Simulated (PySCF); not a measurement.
# One molecule, several mistakes: AlBCH7Si cation

These are calculations, not measurements. They come from PySCF 2.14.0, an open-source quantum chemistry program, on an isolated molecule that a program drew, which may never have been made. The molecule is AlBCH7Si cation (charge +1, singlet), drawn as the SMILES string `[AlH2][CH2]B[SiH2+]`.

Each row is a Hartree-Fock (HF) and frozen-core CCSD(T) single point in the cc-pV(D+d)Z basis, meant for a local HF minimum. Run 1 is clean. Each other run has one planted mistake out of seven kinds, and not every kind appears here: one electron removed, one electron added, multiplicity raised by two, geometry at a saddle point, minimal basis STO-3G, one bond length entered in bohr, all coordinates scaled. The reference is restricted for singlets and unrestricted otherwise, and also for a bond in bohr. Adding or removing an electron swaps singlet and doublet. Electrons count all cores. HOMO and LUMO are orbital energies over both spins, the gradient is its largest component, and the lowest frequency (negative if imaginary) is given only where the gradient is small. Bond lengths are over the 10 bonds as drawn. T1 is the CCSD diagnostic: over 0.02 (restricted) or 0.045 (unrestricted) a single reference is doubtful.

Geometry of the clean run:
```xyz
11
AlBCH7Si cation, angstrom
Al    1.7560   -0.2415    1.6475
C    -0.1546    0.3922    2.0313
B    -0.6103    1.2455    0.8849
Si   -0.2635    3.2597    0.7615
H     2.0746   -1.7457    1.9061
H     2.7444    0.8987    1.2005
H    -0.7032   -0.5424    2.1622
H     0.0440    0.8771    2.9954
H    -1.1748    0.8408   -0.0922
H     0.9783    3.8792    0.2772
H    -1.2892    4.2596    1.0915
```

| run | electrons | basis functions | <S^2> | HOMO (eV) | LUMO (eV) | gradient (hartree/bohr) | lowest frequency (cm^-1) | mean bond (Å) | longest bond (Å) | T1 | HF (hartree) | CCSD(T) (hartree) | mistake |
|---|---|---|---|---|---|---|---|---|---|---|---|---|---|
| 1 | 44 | 109 | 0.000 | -15.16 | -5.33 | 1.1e-05 | 67 | 1.5057 | 2.049 | 0.0160 | -597.18105 | -597.62520 | no fault |
| 2 | 44 | 35 | 0.000 | -13.12 | -1.99 | 4.0e-02 | - | 1.5057 | 2.049 | 0.0150 | -590.26676 | -590.48164 | minimal basis STO-3G |
| 3 | 43 | 109 | 0.770 | -20.53 | -12.28 | 6.3e-02 | - | 1.5057 | 2.049 | 0.0240 | -596.68039 | -597.08757 | one electron removed |
| 4 | 44 | 109 | 0.755 | -14.16 | -5.22 | 1.7e-02 | - | 1.6124 | 2.265 | 0.0515 | -597.06863 | -597.51128 | ? |
| 5 | 44 | 109 | 2.016 | -13.32 | -7.73 | 8.8e-02 | - | 1.5057 | 2.049 | 0.0281 | -597.06936 | -597.51061 | ? |

**Which mistake was planted in run 4, and what did it cost?**

The mean bond changes by a factor of 1.071 and the longest by 1.105, so the molecule wasn't scaled as a whole. A length L in bohr read as angstrom grows by (1/0.5292 - 1) L = 0.890 L. The 10 bonds together grew by 10 x 0.1067 = 1.067 Å, which gives L = 1.199 Å. That is bond B3-H9, 1.199 Å in the clean geometry. So the mistake is: one bond length entered in bohr. Subtracting run 1 and multiplying by 627.51 kcal/mol a hartree, the energy moved by 70.5 kcal/mol in HF and 71.5 kcal/mol in CCSD(T).

**Which mistake was planted in run 5, and what did it cost?**

Electrons, basis and geometry are unchanged, and <S^2> is 2.016, beside S(S+1) = 2.00 for a multiplicity of 3. So the mistake is: multiplicity raised by two. Subtracting run 1 and multiplying by 627.51 kcal/mol a hartree, the energy moved by 70.1 kcal/mol in HF and 71.9 kcal/mol in CCSD(T).

Cautions from the logs. Run 4: T1 is over the limit, so its CCSD(T) energy is less reliable.
